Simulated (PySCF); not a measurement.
## UHF on Zn (zinc, neutral)

Configuration: [Ar] 3d10 4s1 4p1, high-spin 3P determinant (an excited configuration). All numbers are calculated (PySCF 2.14, a scalar-relativistic core potential, in aug-cc-pVTZ-PP with ECP10MDF (6s6p5d3f2g, 88 functions)).

- Total energy: -225.863106 hartree
- One-electron energy: -406.9672 hartree
- Hartree (Coulomb) energy: 201.0004 hartree
- Exchange energy: -19.8963 hartree
- ⟨S²⟩: 2.0023
- ⟨L²⟩: 2.028
- Sum of ⟨r⟩: 20.95 bohr
- Sum of ⟨r²⟩: 39.98 bohr²
- Traceless quadrupole moment −½Σ⟨3z² − r²⟩ along its main axis: -7.19 e·bohr²

```csv
shell,electrons,mean orbital energy (eV),spread (eV),"rms radius, mean of both spins (bohr)"
3s α,1,-161.41,0,0.734
3s β,1,-161.26,0,0.734
3p β,3,-108.93,0.185,0.777
3p α,3,-108.90,0.053,0.777
3d α,5,-22.556,0.202,1.00
3d β,5,-22.551,0.246,1.00
4s α,1,-10.990,0,2.96
4p α,1,-5.274,0,4.06
```

Energies and moments cover only the electrons outside the core potential.
